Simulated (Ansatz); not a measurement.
Ansatz (an electronic-structure program) input:
A basis named .json is the Basis Set Exchange file of that set.

Ansatz 0.2 input:
```yaml
crystal:
  periodic: [false, false, false]
  atoms:
    - {symbol: C, position_ang: [-1.98934015, 0.02581278, 0.22437496]}
    - {symbol: C, position_ang: [-0.78324997, 0.42045104, -0.53685828]}
    - {symbol: C, position_ang: [0.51000386, -0.08312803, 0.05906458]}
    - {symbol: O, position_ang: [0.62534061, -0.74636294, 1.05441797]}
    - {symbol: O, position_ang: [1.57293551, 0.31084764, -0.68218178]}
    - {symbol: H, position_ang: [-1.89823571, -0.56949993, 1.11944023]}
    - {symbol: H, position_ang: [-2.96565995, 0.33516932, -0.11760314]}
    - {symbol: H, position_ang: [-0.81917032, 0.06992487, -1.57791148]}
    - {symbol: H, position_ang: [-0.69374103, 1.51175390, -0.63171011]}
    - {symbol: H, position_ang: [2.36611558, -0.04204055, -0.24959265]}
basis:
  gaussian:
    orbitals: def2-QZVPP.json
hamiltonian:
  xc: {name: PBE0}
magnetization: {spin_polarized: true, initial_magnetization: 1}
```

Question: What final total energy does it print?

Answer: -267.55776 Eh (PBE0/def2-QZVPP). The basis has 435 functions.

It need not be the lowest isomer of its formula.
